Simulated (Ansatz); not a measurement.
Reaction (substitution at a C–Si bond): `C[SiH](O)S` + `[OH][Al]([OH])[Br]` → `C[O][Al]([OH])[Br]` + `O[SiH2]S`

Computed with Ansatz on PBE0-D4/def2-TZVP structures; ΔE is electronic, products minus reactants. CBS: MP2 limit from def2 TZ/QZ plus the TZ coupled-cluster correction, frozen cores. DFT in def2-TZVPP. B3LYP here is the variant with VWN-RPA as its local correlation; programs differ in this. For Br outer-core shells are correlated without core-valence functions, which leaves a few kJ/mol of doubt a bond. Scalar relativity is left out up to krypton. One conformer a species, not always the lowest.

Is it downhill or uphill in electronic energy at CCSD(T)/CBS, and by how much? (Best estimate.)

Computed: Uphill: ΔE = +113.4 kJ/mol.

What do these levels give: B2PLYP, r2SCAN, B3LYP, CCSD/def2-SVP, HF/def2-TZVPP, HF/def2-QZVPP? (An estimate is asked.)

The calculation gave: B2PLYP 106.9, r2SCAN 113.2, B3LYP 101.9, CCSD/def2-SVP 88.6, HF/def2-TZVPP 93.6, HF/def2-QZVPP 93.1 kJ/mol.

What do rigid-rotor, harmonic-oscillator terms from PBE0-D4/def2-TZVP frequencies (298.15 K, 1 bar) make of the CCSD(T)/CBS value? (An estimate is asked.)

Computed: ΔZPE = -0.2 kJ/mol, ΔH = +113.1 kJ/mol, ΔS = 13 J/(mol·K), ΔG = +109.2 kJ/mol.

Largest T1 diagnostic among the species: 0.011.

Leaving LDA and LC-ωPBE aside and taking each functional with its dispersion term where it has one, the values, not all of them listed here, spread over 10.7 kJ/mol, from BLYP-D4 to r2SCAN0-D4. LDA lies +3.0 kJ/mol from PBE without D4. At CCSD(T), def2-SVP lies −24.7 kJ/mol from the extrapolated value and def2-TZVPP −3.6 kJ/mol.
